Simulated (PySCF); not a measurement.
Harmonic spectrum computed at PBE0 in the def2-SVP basis family (core potentials from Rb on, PySCF, no spin–orbit coupling):

```tsv
ω (cm⁻¹)	IR (km/mol)
104	0.0
356	2.4
398	45.7
```

Q: Which molecule gave it? In each, all ligands are bound to the one heavy central atom.
A. TcSe₂ (quartet)
B. MoSe₂ (triplet)
C. WSe₂ (triplet)
D. ReSe₂ (quartet)

A: B. It has C2v symmetry with Mo–Se 2.241 Å (×2).
